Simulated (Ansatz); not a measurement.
Li₆⁺, relaxed as a doublet with UKS PBE0/def2-TZVP in Ansatz, starting from the GFN1-xTB geometry. Force threshold 0.02 eV/Å.

The structure comes from a short search, and lower isomers may exist.

Start:

```xyz
6

Li   -1.367   -0.460    1.823
Li   -0.925    1.361   -0.048
Li    1.098   -1.254    1.607
Li   -0.384   -1.068   -0.587
Li    1.562    0.540   -0.323
Li    0.016    0.881   -2.472
```

```
step  energy (eV)  largest force component (eV/Å)  SCF passes
   1   -1218.5974                           0.842          55
   2   -1219.1449                           0.353          95
   3   -1219.3171                           0.120          81
   4   -1219.3598                           0.068          46
   5   -1219.3975                           0.107          80
   6   -1219.4518                           0.117          75
   7   -1219.5001                           0.116          53
   8   -1219.5257                           0.075          49
   9   -1219.5311                           0.021          44
  10   -1219.5317                           0.005          40
```

Force components are those of the run's own axes.

End:

```xyz
6

Li   -2.127   -0.849    1.901
Li   -0.412    1.254    0.371
Li    1.016   -0.795    2.048
Li   -0.331   -1.179   -0.628
Li    2.179    0.461   -0.948
Li   -0.325    1.107   -2.744
```

Bonds lost: Li3–Li5 (atoms count from 1). Bonds formed: Li2–Li3 (atoms count from 1). Metal–metal contacts that move far: Li1–Li3 2.60 to 3.15 Å. The end is the same structure that another start reached, the lowest one found.

No frequencies were taken in this run, so the end may be a saddle point.

Run time 17 s (4 threads of Arm Neoverse V2 on a shared host).
